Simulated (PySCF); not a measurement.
# AsH and its ions

PBE; As def2-TZVPPD, H def2-TZVPPD; no relativity (PySCF 2.14). Neutral (UKS): triplet (π ↑↑), Re = 1.546 Å, ωe = 2089 cm⁻¹, De = 2.96 eV, HOMO -5.80 eV, LUMO -3.86 eV.

AsH⁺ (UKS): doublet (π ↑), Re = 1.551 Å, ωe = 2111 cm⁻¹, De = 3.17 eV to As⁺ + H. The energies at the minima are -2236.07901 hartree for AsH and -2235.72289 for AsH⁺.

(1) Work out the adiabatic ionisation energy, without and with harmonic zero-point energies (1 hartree = 27.2114 eV, 1 eV = 8065.5 cm⁻¹), and the change of the bond length.

Spin–orbit coupling is left out. For an ion De counts to the pair picked by the measured ionisation energies or electron affinities, which need not be the lowest pair at this level. States were picked by a PBE0 search and need not be the measured ground states.

Results:

(1) At PBE: 0.35612 hartree = 9.691 eV between the minima; the zero-point term (2111.0 − 2089.0)/2 cm⁻¹ = +0.001 eV makes it 9.692 eV. Re changes by +0.5 pm against the neutral. The electron leaves a π orbital, which is non-bonding in a hydride.
